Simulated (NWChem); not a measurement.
System: SiNH₂F, singlet; SMILES N[Si]F

The following NWChem deck was run.

```
start job
memory heap 200 mb stack 900 mb global 1100 mb
geometry units angstroms
  Si    -0.643424     0.050619     0.000000
  F      0.430996     1.298357     0.000000
  N      0.490696    -1.233999     0.000000
  H      1.500971    -1.113414     0.000000
  H      0.213383    -2.210220     0.000000
end
basis spherical
  * library 6-31g*
end
dft
  xc hfexch
  iterations 150
end
driver
  maxiter 120
end
task dft optimize
task dft freq
```

Low-valent species are run as closed-shell singlets; no triplet was tried in these runs.

The level has its own optimisation; frequencies are unscaled.

What results follow from this input? (Hartree-Fock/6-31G* (spherical d).) Quantities: r F–Si (Å); r N–Si (Å); r H–N (Å); highest harmonic frequency (cm⁻¹); lowest (cm⁻¹); zero-point energy (kcal/mol); dipole (D).


```yaml
r F–Si (Å): 1.613
r N–Si (Å): 1.700
r H–N (Å): 0.999
highest harmonic frequency (cm⁻¹): 3887
lowest (cm⁻¹): 332
zero-point energy (kcal/mol): 19.3
dipole (D): 2.43
```
